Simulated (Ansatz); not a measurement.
A nudged elastic band was laid between two geometries of ClH + H4Sn (7 atoms, charge 0, multiplicity 1).

Theory: Ansatz, RKS PBE0-D4/def2-SVP.

| Item | Value |
| --- | --- |
| movable images | 5 |
| climbing image | yes |
| spring | 5.0 eV/Å² |
| optimiser | quadratic models (default) |
| start path | through a guess of the saddle point |
| force threshold | 0.05 eV/Å |
| iteration limit | 60 |
| end points | relaxed |

Initial state:

```xyz
7
Properties=species:S:1:pos:R:3
Sn 0.311 0.000 -0.150
H 0.311 0.000 1.566
H 1.939 0.000 -0.681
H -0.474 1.406 -0.719
H -0.474 -1.406 -0.719
Cl -3.109 0.000 1.596
H -2.109 0.000 2.405
```

Final state:

```xyz
7
Properties=species:S:1:pos:R:3
Sn -0.417 0.000 -0.758
H -0.087 0.000 3.515
H 0.926 0.000 0.295
H -0.517 1.420 -1.700
H -0.517 -1.420 -1.700
Cl -2.330 0.000 0.629
H -0.664 0.000 3.017
```

Q: What changes between the two ends?

A: Bonds broken: Sn1–H2, Cl6–H7. Bonds formed: Sn1–Cl6, H2–H7. ClH + H4Sn becomes ClH3Sn + H2.

Q: Give the energies along the band, and the barrier.

A: It converged. The highest image is number 2 of 0 to 6, 117.2 kJ/mol above the first end and 176.4 kJ/mol above the last; the last end lies 59.2 kJ/mol below the first. A vibrational analysis at the climbing image gives one clearly imaginary mode, 1012i cm⁻¹: a first-order saddle point. The orbitals stay closed-shell, which can raise the energy where a bond breaks towards radicals; this wasn't checked here.

```csv
image,path coordinate (Å),energy (kJ/mol),Sn1–H2 (Å),Cl6–H7 (Å),Sn1–Cl6 (Å)
0,0.00,0.0,1.72,1.29,3.84
1,0.94,10.7,1.74,1.31,3.40
2,1.88,117.2,2.00,1.69,2.77
3,2.60,30.7,2.44,2.11,2.47
4,3.32,-33.2,2.97,2.39,2.38
5,4.04,-56.2,3.61,2.68,2.37
6,4.76,-59.2,4.29,2.91,2.36
```

Q: What is the geometry of the highest image?

A: 
```xyz
7
Properties=species:S:1:pos:R:3
Sn -0.192 0.000 -0.128
H -0.036 0.000 1.861
H 1.536 0.000 -0.027
H -0.691 1.480 -0.798
H -0.691 -1.480 -0.798
Cl -2.560 0.000 1.309
H -0.973 0.000 1.878
```

Q: What are the harmonic wavenumbers there?

A: 1012i, 43, 260, 488, 545, 668, 728, 746, 953, 1020, 1399, 1878, 1969, 1999, 2114 cm⁻¹.

Time of the run: 91 s on 1 thread of AMD EPYC 9R45 96-Core Processor (Zen 5), with other jobs on the host, peak memory 0.16 GiB.
